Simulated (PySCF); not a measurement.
C3H10SeSiZn, singlet, geometry from GFN2-xTB (such geometries of metal compounds can be far from the true shape); DF-B3LYP/STO-3G (PySCF).

PySCF was given this input:
```python
from pyscf import gto, scf, dft

mol = gto.M(
    atom='''
Zn    0.233604    0.526986    0.791662
Se   -1.126024    2.015159   -0.682880
H    -1.281015    3.319739   -0.164238
Si    0.726910   -1.724514    0.154902
C    -0.879665   -2.344858   -0.682139
C     1.205759   -2.896601    1.587742
C     2.141539   -1.691499   -1.136031
H    -0.713462   -3.272351   -1.222559
H    -1.666134   -2.523492    0.045952
H    -1.255017   -1.613415   -1.393819
H     0.430976   -2.946110    2.345964
H     2.124319   -2.580982    2.071316
H     1.361442   -3.901968    1.208659
H     3.085010   -1.391840   -0.689006
H     1.924129   -0.998994   -1.944572
H     2.283934   -2.674643   -1.575694
''',
    basis='sto-3g',
    charge=0,
    spin=0,
    verbose=4,
    max_memory=1800,
)

mf = dft.RKS(mol)
mf.xc = 'b3lyp'
mf = mf.density_fit(auxbasis='def2-universal-jkfit')
mf.kernel()
```

Problem. Predict the main parts of the log of this PySCF run.

Solution. 
```
PySCF version 2.14.0

[INPUT] verbose = 4
[INPUT] num. atoms = 16
[INPUT] num. electrons = 106
[INPUT] charge = 0
[INPUT] spin (= nelec alpha-beta = 2S) = 0
[INPUT] symmetry False subgroup None
[INPUT] Mole.unit = angstrom
[INPUT] Symbol           X                Y                Z      unit          X                Y                Z       unit  Magmom
[...]
nuclear repulsion = 766.265563860101
number of shells = 40
number of NR pGTOs = 210
number of NR cGTOs = 70
basis = sto-3g
ecp = {}

******** <class 'pyscf.df.df_jk.DFRKS'> ********
method = DFRKS
initial guess = minao
damping factor = 0
level_shift factor = 0
DIIS = <class 'pyscf.scf.diis.CDIIS'>
diis_start_cycle = 1
diis_space = 8
diis_damp = 0
SCF conv_tol = 1e-09
SCF conv_tol_grad = None
SCF max_cycles = 50
direct_scf = False
XC library pyscf.dft.libxc version 7.1.2
    S. Lehtola, C. Steigemann, M. J. T. Oliveira, and M. A. L. Marques,  SoftwareX 7, 1–5 (2018)
XC functionals = b3lyp
    P. J. Stephens, F. J. Devlin, C. F. Chabalowski, and M. J. Frisch,  J. Phys. Chem. 98, 11623 (1994)
radial grids:
    Treutler-Ahlrichs [JCP 102, 346 (1995); DOI:10.1063/1.469408] (M4) radial grids

becke partition: Becke, JCP 88, 2547 (1988); DOI:10.1063/1.454033
pruning grids: <function nwchem_prune>
grids dens level: 3
symmetrized grids: False
atomic radii adjust function: <function treutler_atomic_radii_adjust>
small_rho_cutoff = 0
Set gradient conv threshold to 3.16228e-05
Initial guess from minao.
tot grids = 200680
******** <class 'pyscf.df.df.DF'> ********
auxbasis = def2-universal-jkfit
init E= -4533.31584980749
[...]
cycle= 1 E= -4520.39699695001  delta_E= 12.9  |g|= 6.24  |ddm|= 8.47
[...]
cycle= 2 E= -4524.94740402061  delta_E= -4.55  |g|= 1.64  |ddm|= 9.42
[...]
cycle= 3 E= -4481.34524196077  delta_E= 43.6  |g|= 7.13  |ddm|= 17.1
[...]
cycle= 4 E= -4499.31008441772  delta_E=  -18  |g|= 5.32  |ddm|= 10.6
[...]
cycle= 5 E= -4504.9761713596  delta_E= -5.67  |g|= 3.43  |ddm|= 6.37
[...]
cycle= 6 E= -4534.90665557928  delta_E= -29.9  |g|= 1.25  |ddm|= 8.36
[...]
cycle= 7 E= -4534.82685224174  delta_E= 0.0798  |g|= 2.84  |ddm|= 6.99
[...]
cycle= 8 E= -4534.83654574541  delta_E= -0.00969  |g|= 2.87  |ddm|= 0.308
[...]
cycle= 9 E= -4534.93285537753  delta_E= -0.0963  |g|= 2.78  |ddm|= 0.147
[...]
cycle= 10 E= -4537.16268686705  delta_E= -2.23  |g|= 1.91  |ddm|= 3.38
[...]
cycle= 11 E= -4525.65841412655  delta_E= 11.5  |g|= 2.61  |ddm|=    8
[...]
cycle= 12 E= -4535.73839857146  delta_E= -10.1  |g|= 2.07  |ddm|= 6.29
[...]
cycle= 13 E= -4536.41674347011  delta_E= -0.678  |g|= 1.82  |ddm|= 0.683
[...]
cycle= 14 E= -4538.29210982677  delta_E= -1.88  |g|= 0.535  |ddm|= 3.18
[...]
cycle= 15 E= -4537.56079362704  delta_E= 0.731  |g|= 0.964  |ddm|= 3.55
[...]
cycle= 16 E= -4538.42710709809  delta_E= -0.866  |g|= 0.309  |ddm|= 3.22
[...]
cycle= 17 E= -4538.19888669545  delta_E= 0.228  |g|= 0.824  |ddm|=  2.7
[...]
cycle= 18 E= -4538.25168971238  delta_E= -0.0528  |g|= 0.778  |ddm|= 0.157
[...]
cycle= 19 E= -4538.46079392896  delta_E= -0.209  |g|= 0.419  |ddm|= 0.717
[...]
cycle= 20 E= -4538.5296797589  delta_E= -0.0689  |g|= 0.127  |ddm|= 0.56
[...]
cycle= 21 E= -4538.52640521486  delta_E= 0.00327  |g|= 0.167  |ddm|= 0.189
[...]
cycle= 22 E= -4538.52650869775  delta_E= -0.000103  |g|= 0.172  |ddm|= 0.0864
[...]
cycle= 23 E= -4538.52526774746  delta_E= 0.00124  |g|= 0.173  |ddm|= 0.109
[...]
cycle= 24 E= -4538.52545797768  delta_E= -0.00019  |g|= 0.163  |ddm|= 0.143
[...]
cycle= 25 E= -4538.53780289246  delta_E= -0.0123  |g|= 0.027  |ddm|= 0.285
[...]
cycle= 26 E= -4538.53873165193  delta_E= -0.000929  |g|= 0.0194  |ddm|= 0.0856
[...]
cycle= 27 E= -4538.53974385976  delta_E= -0.00101  |g|= 0.0238  |ddm|= 0.11
[...]
cycle= 28 E= -4538.54152909788  delta_E= -0.00179  |g|= 0.0208  |ddm|= 0.175
[...]
cycle= 29 E= -4538.54353596462  delta_E= -0.00201  |g|= 0.0199  |ddm|= 0.199
[...]
cycle= 30 E= -4538.54135653822  delta_E= 0.00218  |g|= 0.0269  |ddm|= 0.204
[...]
cycle= 31 E= -4538.53979950276  delta_E= 0.00156  |g|= 0.0316  |ddm|= 0.15
[...]
cycle= 32 E= -4538.53938236797  delta_E= 0.000417  |g|= 0.029  |ddm|= 0.0763
[...]
cycle= 33 E= -4538.53912223443  delta_E= 0.00026  |g|= 0.0309  |ddm|= 0.0571
[...]
cycle= 34 E= -4538.53857022963  delta_E= 0.000552  |g|= 0.0216  |ddm|= 0.186
[...]
cycle= 35 E= -4538.53585501546  delta_E= 0.00272  |g|= 0.028  |ddm|= 0.308
[...]
cycle= 36 E= -4538.53927715883  delta_E= -0.00342  |g|= 0.0211  |ddm|= 0.352
[...]
cycle= 37 E= -4538.54115357739  delta_E= -0.00188  |g|= 0.0262  |ddm|= 0.207
[...]
cycle= 38 E= -4538.54418405484  delta_E= -0.00303  |g|= 0.0459  |ddm|= 0.369
[...]
cycle= 39 E= -4538.54615350323  delta_E= -0.00197  |g|= 0.0726  |ddm|= 0.341
[...]
cycle= 40 E= -4538.54275307761  delta_E= 0.0034  |g|= 0.0292  |ddm|= 0.572
[...]
cycle= 41 E= -4538.54165036996  delta_E= 0.0011  |g|= 0.0425  |ddm|= 0.095
[...]
cycle= 42 E= -4538.54132857312  delta_E= 0.000322  |g|= 0.0538  |ddm|= 0.0474
[...]
cycle= 43 E= -4538.54212722927  delta_E= -0.000799  |g|= 0.0461  |ddm|= 0.0938
[...]
cycle= 44 E= -4538.53924158296  delta_E= 0.00289  |g|= 0.0697  |ddm|= 0.178
[...]
cycle= 45 E= -4538.54508329958  delta_E= -0.00584  |g|= 0.0567  |ddm|= 0.508
[...]
cycle= 46 E= -4538.54515590995  delta_E= -7.26e-05  |g|= 0.0274  |ddm|= 0.135
[...]
cycle= 47 E= -4538.54337880183  delta_E= 0.00178  |g|= 0.0197  |ddm|= 0.214
[...]
cycle= 48 E= -4538.54482419853  delta_E= -0.00145  |g|= 0.0214  |ddm|= 0.167
[...]
cycle= 49 E= -4538.54689554817  delta_E= -0.00207  |g|= 0.0227  |ddm|= 0.358
[...]
cycle= 50 E= -4538.54737976274  delta_E= -0.000484  |g|= 0.0166  |ddm|=  0.1
SCF not converged.
SCF energy = -4538.54737976274
```

Convergence was not reached.
